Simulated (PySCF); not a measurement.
Compound: C3H5BrFGa.
Structure used (PBE0-D3(BJ)/def2-SVP), in Å, numbered top down from 1:
```xyz
11
C3H5BrFGa angstrom
C      2.394    0.455    0.438
C      1.255    0.318   -0.247
Br     1.214    0.615   -2.128
Ga    -0.429   -0.181    0.607
C     -2.231   -0.426   -0.076
F     -0.142   -0.424    2.333
H      2.379    0.276    1.518
H      3.345    0.737   -0.026
H     -2.878   -0.878    0.688
H     -2.652    0.549   -0.367
H     -2.217   -1.064   -0.972
```

The calculation used PBE0-D3(BJ)/def2-SVP geometry optimisation, gas phase in PySCF 2.14.0.

Masses are those of the commonest isotopes; rigid-rotor values at the optimised geometry. The values belong to one conformer with, in the numbering `[CH2:1]=[C:2]([Br:3])[Ga:4]([CH3:5])[F:6]`, C1–C2–Ga4–C5 179°.

(1) What are A, B and C (MHz)?

(2) What kind of rotor is it?

(3) Is it planar, by Δ = Ic − Ia − Ib?

(4) Give the other two planar moments, Paa and Pbb, and the rms extents of the mass along the axes.

(5) List the rotational levels J(Ka,Kc) to J = 5 (MHz).

(6) Predict some low-J microwave lines.

Answers

(1) Ia = 173.33, Ib = 614.81, Ic = 784.93 u·Å²; 505379 MHz·u·Å²/I gives A = 2916, B = 822.0, C = 643.8 MHz.

(2) An asymmetric top: κ = (2 × 822.0 − 2916 − 643.8)/(2916 − 643.8) = -0.84.

(3) Not planar: Δ = Ic − Ia − Ib = -3.21 u·Å². For a rigid frame Δ = −2 Σ m c², so Σ m c² = 1.61 u·Å² lies off the ab plane: 1.59 from hydrogen and 0.01 from heavier atoms. The atom farthest from that plane is 0.99 Å away.

(4) Paa = Σ m a² = (Ib + Ic − Ia)/2 = 613.21 and Pbb = Σ m b² = (Ia + Ic − Ib)/2 = 171.72 u·Å². With the mass M = 207.88 u, the rms extents √(P/M) along a, b and c are 1.72, 0.91, 0.09 Å.

(5) Above 0(0,0):
J = 1: 1(0,1) 1466, 1(1,1) 3560, 1(1,0) 3738
J = 2: 2(0,2) 4387, 2(1,2) 6313, 2(1,1) 6848, 2(2,1) 13129, 2(2,0) 13140
J = 3: 3(0,3) 8741, 3(1,3) 10437, 3(1,2) 11505, 3(2,2) 17526, 3(2,1) 17580, 3(3,1) 28447, 3(3,0) 28447
J = 4: 4(0,4) 14498, 4(1,4) 15923, 4(1,3) 17702, 4(2,3) 23381, 4(2,2) 23542, 4(3,2) 34331, 4(3,1) 34334, 4(4,1) 49592, 4(4,0) 49592
J = 5: 5(0,5) 21621, 5(1,5) 22764, 5(1,4) 25424, 5(2,4) 30686, 5(2,3) 31053, 5(3,3) 41693, 5(3,2) 41705, 5(4,2) 56945, 5(4,1) 56945, 5(5,1) 76568, 5(5,0) 76568

(6) The dipole components are |μa| = 0.44 D, |μb| = 1.03 D, |μc| = 0.05 D. The squared components, which scale the intensities, stand as 0.19 : 1.00 : 0.00 (a : b : c). Some lines, for components of 0.1 D or more:

```tsv
type	branch	J(Ka,Kc)	MHz	lower level (cm⁻¹)
a	Q	3(1,2) ← 3(1,3)	1069	0.348
b	R	5(1,4) ← 4(2,3)	2043	0.780
a	Q	5(1,4) ← 5(1,5)	2661	0.759
b	R	4(0,4) ← 3(1,3)	4061	0.348
a	R	3(1,3) ← 2(1,2)	4124	0.211
a	R	3(0,3) ← 2(0,2)	4354	0.146
a	R	3(2,2) ← 2(2,1)	4398	0.438
b	R	3(1,3) ← 2(0,2)	6050	0.146
b	Q	2(2,1) ← 2(1,2)	6816	0.211
a	R	5(3,2) ← 4(3,1)	7371	1.145
b	R	5(1,5) ← 4(0,4)	8266	0.484
b	Q	4(3,2) ← 4(2,3)	10950	0.780
b	R	3(2,1) ← 2(1,2)	11267	0.211
b	R	4(2,3) ← 3(1,2)	11876	0.384
b	Q	4(4,1) ← 4(3,2)	15261	1.145
b	Q	5(5,1) ← 5(4,2)	19623	1.899
```

No frequency check. No vibrational averaging or centrifugal distortion is included, and the geometry carries the error of its method. A rigid rotor knows nothing of internal rotation, which can split or shift real lines. Quadrupole hyperfine structure (69Ga, 79Br) is left out.

Time: 91 s of wall time; peak memory 0.63 GiB. Hardware: Arm Neoverse V2, one thread, no GPU, shared host. These figures are those of the optimisation.
